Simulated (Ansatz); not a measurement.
## How basis sets differ on TiNH2Cl3 (SMILES [NH2][Ti]([Cl])([Cl])[Cl])

TiNH2Cl3 has 7 atoms, charge 0, and is taken as a singlet. SMILES: `[NH2][Ti]([Cl])([Cl])[Cl]`. The shape is that of a PBE0-D4/def2-TZVP optimisation.

Quantity: the dipole moment, in D. The values are calculated.

```tsv
level	kind	program	value (D)	CPU time
HF/STO-3G	Hartree–Fock	Ansatz	3.29	3.1 s
HF/3-21G	Hartree–Fock	Ansatz	4.62	4.6 s
HF/def2-SVP	Hartree–Fock	Ansatz	3.26	10 s
HF/cc-pVDZ	Hartree–Fock	Ansatz	3.27	32 s
```

The values span 3.26 to 4.62 D. Sets without polarisation functions give poor dipoles. Times are those of the runs behind each value, whatever else they computed, on shared processors of several kinds: orders of magnitude only.
